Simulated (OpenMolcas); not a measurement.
# Ionisation energies of tellurium

* Program: OpenMolcas
* Basis: ANO-RCC-VTZP [7s6p4d2f1g]
* Scalar Hamiltonian: DKH2, point nucleus
* Spin-orbit coupling: RASSI with atomic mean-field integrals over the reference wave functions, term energies averaged over their components

Active shells in each charge state: the valence s, p shells, with orbitals averaged over the low states. Where CASPT2's correlated closed shells are named, they are those of the first ion.

A. CASSCF
B. SS-CASPT2, IPEA 0.25 Eh, imaginary shift 0.1 Eh (closed shells correlated: 4d)
C. SS-CASPT2, IPEA 0.25 Eh, imaginary shift 0.1 Eh (closed shells correlated: 4s 4p 4d)
D. SS-CASPT2, IPEA 0 Eh, imaginary shift 0.1 Eh (closed shells correlated: 4d)
E. SS-CASPT2, IPEA 0.25 Eh, imaginary shift 0.1 Eh (closed shells correlated: none)

Energies in eV between the lowest computed levels, named as in B; reference values from the NIST Atomic Spectra Database with their kind.

| From | To | A | B | C | D | E | Spin-orbit share in B | Reference |
| --- | --- | --- | --- | --- | --- | --- | --- | --- |
| Te2+ 5s2 5p2 3P0 | Te3+ 5s2 5p 2P* 1/2 | 26.906 | 27.761 | 27.771 | 27.857 | 27.421 | +0.107 | 27.840 (measured) |
| Te3+ 5s2 5p 2P* 1/2 | Te4+ 5s2 1S0 | 36.450 | 37.482 | 37.510 | 37.571 | 37.009 | +0.700 | 37.416 (measured) |
| Te4+ 5s2 1S0 | Te5+ 5s 2S 1/2 | 57.032 | 58.014 | 58.099 | 58.018 | 57.092 | +0.000 | 59.300 (measured) |
| Te5+ 5s 2S 1/2 | Te6+ 4d10 1S0 | 68.819 | 70.263 | 70.380 | 70.302 | 68.819 | +0.000 | 69.100 (theoretical) |

Steps that some method lacks are left out, and so are those with a state whose active s or d shell is doubly occupied in every root (s and p with five to eight electrons, d10) over a frozen core shell of the same l, since the two then mix freely.

Error against the reference values, in %:

```tsv
From	Reference	A	B	C	D	E
Te2+	measured	-3.4	-0.3	-0.2	+0.1	-1.5
Te3+	measured	-2.6	+0.2	+0.3	+0.4	-1.1
Te4+	measured	-3.8	-2.2	-2.0	-2.2	-3.7
Te5+	theoretical	-0.4	+1.7	+1.9	+1.7	-0.4
```

Mean absolute error over the 3 measured values: A 1.39 eV, B 0.48 eV, C 0.45 eV, D 0.49 eV, E 1.01 eV.

* marks odd parity.
